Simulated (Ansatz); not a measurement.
A nudged elastic band was laid between two geometries of ClH6NOSiZn (11 atoms, charge 0, multiplicity 1).

Method: RKS B3LYP/def2-SVP (Ansatz 0.2.0).

| Property | Result |
| --- | --- |
| movable images | 5 |
| climbing image | yes |
| spring | 5.0 eV/Å² |
| optimiser | quadratic models (default) |
| start path | through a guess of the saddle point |
| force threshold | 0.05 eV/Å |
| iteration limit | 60 |
| end points | relaxed |

First end point:

```xyz
11
Properties=species:S:1:pos:R:3
Zn 0.158 0.023 0.274
O -0.485 -0.422 1.913
H -1.392 -0.748 1.946
Cl 0.142 0.372 -1.859
N 2.025 0.740 1.130
H 2.683 -0.043 1.153
Si 2.713 2.229 0.407
H 3.262 1.854 -0.917
H 1.602 3.209 0.302
H 3.794 2.794 1.264
H 1.648 0.831 2.080
```

Last end point:

```xyz
11
Properties=species:S:1:pos:R:3
Zn 0.628 0.009 -0.167
O -0.173 -0.281 1.825
H -0.994 0.090 2.177
Cl -0.780 -0.475 -1.701
N 2.173 0.672 0.699
H 2.887 -0.037 0.881
Si 2.825 2.267 0.488
H 3.726 2.455 -0.699
H 1.667 3.203 0.316
H 3.610 2.709 1.686
H 0.581 0.228 2.188
```

(1) What changes between the two ends?

(2) What energy profile does the band end with?

(3) What is the geometry of the highest image?

(4) What are the harmonic wavenumbers there?

The band took 21 iterations and of the order of 30 core-minutes.

Answers

(1) Bonds broken: N5–H11. Bonds formed: O2–H11.

(2) The run converged. The highest image is number 4 of 0 to 6, 0.53 eV above the first end and 0.27 eV above the last; the last end lies 0.26 eV above the first. A vibrational analysis at the climbing image gives one clearly imaginary mode, 1104i cm⁻¹: a first-order saddle point. The orbitals stay closed-shell, which can raise the energy where a bond breaks towards radicals; this wasn't checked here.

| image | path coordinate (Å) | energy (eV) | N5–H11 (Å) | O2–H11 (Å) |
| --- | --- | --- | --- | --- |
| 0 | 0.00 | 0.00 | 1.03 | 2.48 |
| 1 | 0.70 | 0.00 | 1.03 | 2.26 |
| 2 | 1.41 | 0.02 | 1.03 | 2.08 |
| 3 | 2.11 | 0.10 | 1.05 | 1.77 |
| 4 | 2.81 | 0.53 | 1.32 | 1.22 |
| 5 | 3.50 | 0.26 | 1.97 | 0.99 |
| 6 | 4.19 | 0.26 | 2.23 | 0.98 |

(3) 
```xyz
11
Properties=species:S:1:pos:R:3
Zn 0.394 -0.064 -0.166
O -0.064 -0.086 1.761
H -0.750 0.428 2.207
Cl -0.522 -0.501 -2.045
N 2.049 0.566 0.831
H 2.787 -0.138 0.906
Si 2.678 2.200 0.662
H 3.440 2.395 -0.608
H 1.496 3.111 0.654
H 3.573 2.576 1.798
H 1.069 0.353 1.692
```

(4) 1104i, 59, 92, 104, 127, 149, 338, 348, 415, 453, 581, 602, 686, 735, 767, 869, 946, 964, 995, 1042, 1500, 1758, 2207, 2215, 2219, 3511, 3844 cm⁻¹.

Run time: 8.2 min on 4 threads of Intel(R) Xeon(R) Platinum 8259CL CPU @ 2.50GHz (Skylake/Cascade Lake), on a shared host, peak memory 0.41 GiB.
